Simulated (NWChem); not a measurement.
Everything below was run with NWChem. System: BrGe, charge 1, spin multiplicity 1, at the geometry of a parent with another charge or spin, in a state set for the comparison that need not be this species' ground state. Level: PBE/x2c-SVPall-2c, spin-orbit ZORA.

Input file:

```
start mol
memory heap 200 mb stack 900 mb global 1100 mb
charge 1
geometry units angstroms nocenter noautoz noautosym
  Ge     0.000000     0.000000     1.229817
  Br     0.000000     0.000000    -1.124404
end
basis spherical
  * library x2c-svpall-2c
end
relativistic
  zora on
end
dft
  xc xpbe96 cpbe96
  semidirect memsize 60000000 filesize 0
  iterations 100
  grid fine
end
task sodft energy
```

NWChem printed:

```
             Northwest Computational Chemistry Package (NWChem) 7.3.0
             --------------------------------------------------------

                                NWChem Input Module
                                -------------------

 Scaling coordinates for geometry "geometry" by  1.889725989
 (inverse scale =  0.529177249)

                             Geometry "geometry" -> ""
                             -------------------------

 Output coordinates in angstroms (scale by  1.889725989 to convert to a.u.)

  No.       Tag          Charge          X              Y              Z
 ---- ---------------- ---------- -------------- -------------- --------------
    1 Ge                  32.0000     0.00000000     0.00000000     1.22981700
    2 Br                  35.0000     0.00000000     0.00000000    -1.12440400

 Effective nuclear repulsion energy (a.u.)     251.7514366237

            Nuclear Dipole moment (a.u.)
            ----------------------------
        X                 Y               Z
 ---------------- ---------------- ----------------
     0.0000000000     0.0000000000     0.0000075589


 Summary of "ao basis" -> "" (spherical)
 ------------------------------------------------------------------------------
       Tag                 Description            Shells   Functions and Types
 ---------------- ------------------------------  ------  ---------------------
 *                       x2c-svpall-2c                on all atoms

  pbe96 is a nonlocal functional; adding pw91lda local functional.

                                 NWChem DFT Module
                                 -----------------

 Summary of "ao basis" -> "ao basis" (spherical)
 ------------------------------------------------------------------------------
       Tag                 Description            Shells   Functions and Types
 ---------------- ------------------------------  ------  ---------------------
 Ge                      x2c-svpall-2c              14       38   5s6p3d
 Br                      x2c-svpall-2c              14       38   5s6p3d

 Summary of "ao basis" -> "ao basis" (spherical)
 ------------------------------------------------------------------------------
       Tag                 Description            Shells   Functions and Types
 ---------------- ------------------------------  ------  ---------------------
 Ge                      x2c-svpall-2c              14       38   5s6p3d
 Br                      x2c-svpall-2c              14       38   5s6p3d

            General Information
            -------------------
          SCF calculation type: DFT
          Wavefunction type:  closed shell.
          No. of atoms     :     2
          No. of electrons :    66
           Alpha electrons :    33
            Beta electrons :    33
          Charge           :     1
          Spin multiplicity:     1
          Use of symmetry is: off; symmetry adaption is: off
          Maximum number of iterations: 100
          AO basis - number of functions:    76
                     number of shells:    28
          Convergence on energy requested:  1.00D-06
          Convergence on density requested:  1.00D-05
          Convergence on gradient requested:  5.00D-04

              XC Information
              --------------
          PerdewBurkeErnzerhof Exchange Functional  1.000
            Perdew 1991 LDA Correlation Functional  1.000 local
           PerdewBurkeErnz. Correlation Functional  1.000 non-local

             Grid Information
[...]
   133    -0.322817  -0.022832  2 Br py               132     0.022832  -0.322817  2 Br px
   130    -0.304341  -0.021526  2 Br py               129     0.021525  -0.304341  2 Br px
   124     0.201861   0.014277  2 Br py               123    -0.014277   0.201861  2 Br px
    56    -0.149276   0.129300  2 Br px                57    -0.129301  -0.149276  2 Br py
    53    -0.140732   0.121900  2 Br px                54    -0.121900  -0.140732  2 Br py

 Vector   66  Occ=1.000000D+00  E=-5.011484D-01
              MO Center= -9.8D-07, -9.4D-07, -2.9D-01, r^2= 8.5D-01
  Bfn.         Coefficient        Function           Bfn.         Coefficient        Function
  ----     -------------------  ------------         ----     -------------------  ------------
    57     0.231188   0.226460  2 Br py                56     0.226460  -0.231187  2 Br px
    54     0.217956   0.213499  2 Br py                53     0.213499  -0.217956  2 Br px
    48    -0.144564  -0.141608  2 Br py                47    -0.141608   0.144564  2 Br px
   132    -0.002232  -0.197476  2 Br px               133    -0.197476   0.002232  2 Br py
   129    -0.002104  -0.186174  2 Br px               130    -0.186174   0.002104  2 Br py

 Vector   67  Occ=0.000000D+00  E=-3.862489D-01
              MO Center=  7.8D-10,  1.1D-08,  4.8D-01, r^2= 1.6D+00
  Bfn.         Coefficient        Function           Bfn.         Coefficient        Function
  ----     -------------------  ------------         ----     -------------------  ------------
    16    -0.363099  -0.191968  1 Ge py                15     0.191968  -0.363099  1 Ge px
    19    -0.327998  -0.173410  1 Ge py                18     0.173410  -0.327997  1 Ge px
    57     0.168767   0.089226  2 Br py                56    -0.089226   0.168767  2 Br px
     9    -0.084312   0.159471  1 Ge px                10     0.159471   0.084311  1 Ge py
    54     0.142391   0.075281  2 Br py                53    -0.075281   0.142390  2 Br px

 Vector   68  Occ=0.000000D+00  E=-3.862489D-01
              MO Center=  5.7D-09, -1.1D-08, -1.2D-03, r^2= 4.8D-03
  Bfn.         Coefficient        Function           Bfn.         Coefficient        Function
  ----     -------------------  ------------         ----     -------------------  ------------
    92     0.000000  -0.410722  1 Ge py                91    -0.410722   0.000000  1 Ge px
    95     0.000000  -0.371017  1 Ge py                94    -0.371017   0.000000  1 Ge px
   133    -0.000000   0.190902  2 Br py               132     0.190902  -0.000000  2 Br px
    85     0.180387  -0.000000  1 Ge px                86    -0.000000   0.180387  1 Ge py
   130    -0.000000   0.161066  2 Br py               129     0.161066  -0.000000  2 Br px

 Vector   69  Occ=0.000000D+00  E=-3.792284D-01
              MO Center= -2.4D-06,  4.9D-07,  2.2D-01, r^2= 8.6D-01
  Bfn.         Coefficient        Function           Bfn.         Coefficient        Function
  ----     -------------------  ------------         ----     -------------------  ------------
    91    -0.012961  -0.286814  1 Ge px                92    -0.286814   0.012960  1 Ge py
    15     0.042941   0.274864  1 Ge px                16    -0.274863   0.042941  1 Ge py
    95    -0.272369   0.012307  1 Ge py                94    -0.012308  -0.272369  1 Ge px
    18     0.040778   0.261021  1 Ge px                19    -0.261020   0.040779  1 Ge py
   132     0.006664   0.147469  2 Br px               133     0.147469  -0.006664  2 Br py

   alpha - beta orbital overlaps
   -----------------------------

   alpha      1      2      3      4      5      6      7      8      9     10
    beta      1      2      3      4      4      6      7      8      9     10
 overlap   1.132  1.358  1.502  0.951  0.185  0.667  0.667  0.669  1.148  1.148

   alpha     11     12     13     14     15     16     17     18     19     20
    beta     11      6      7      8     56     57     55     56     57     55
 overlap   1.164  0.203  0.203  0.203  0.096  0.096  0.153  0.077  0.077  0.071

   alpha     21     22     23     24     25     26     27     28     29     30
    beta      6      7      8     24     25     26     27     28     24     25
 overlap   0.019  0.019  0.017  0.701  0.703  0.704  0.703  0.701  0.239  0.239

   alpha     31     32     33     34     35     36     37     38     39     40
    beta     26     27     28     24     25     26     27     28     39     40
 overlap   0.239  0.239  0.239  0.035  0.034  0.034  0.034  0.035  1.137  1.386

   alpha     41     42     43     44     45     46     47     48     49     50
    beta     41     42     42     44     45     46     47     48     49     44
 overlap   1.624  0.806  0.276  0.780  0.780  0.778  1.256  1.256  1.242  0.166

   alpha     51     52     53     54     55     56     57     58     59     60
    beta     45     46     56     57     55     56     57     55     47     48
 overlap   0.166  0.166  0.274  0.274  0.235  0.281  0.281  0.219  0.010  0.010

   alpha     61     62     63     64     65     66     67     68     69     70
    beta     49     62     63     64     65     66     62     63     64     65
 overlap   0.009  0.714  0.713  0.713  0.713  0.714  0.226  0.227  0.227  0.227

   alpha     71     72     73     74     75     76
    beta     66     62     63     64     65     66
 overlap   0.226  0.022  0.022  0.022  0.022  0.022

     --------------------------
     Expectation value of S2:
     --------------------------
      <S2> =      0.0068 (Exact =     0.0000)

     Multipole analysis of the density
     ---------------------------------

     L   x y z        total         alpha         beta         nuclear
     -   - - -        -----         -----         ----         -------
     0   0 0 0      1.000000    -33.000000    -33.000000     67.000000

     1   1 0 0     -0.000000     -0.000000     -0.000000      0.000000
     1   0 1 0      0.000000      0.000000      0.000000      0.000000
     1   0 0 1      1.579427      0.789710      0.789710      0.000008

     2   2 0 0    -22.139210    -11.069605    -11.069605      0.000000
     2   1 1 0     -0.000000     -0.000000     -0.000000      0.000000
     2   1 0 1      0.000000      0.000000      0.000000      0.000000
     2   0 2 0    -22.139210    -11.069605    -11.069605      0.000000
     2   0 1 1     -0.000000     -0.000000     -0.000000      0.000000
     2   0 0 2    -15.211012   -173.032110   -173.032110    330.853208

 Task  times  cpu:       15.9s     wall:       15.9s

 Total times  cpu:       15.9s     wall:       15.9s
```
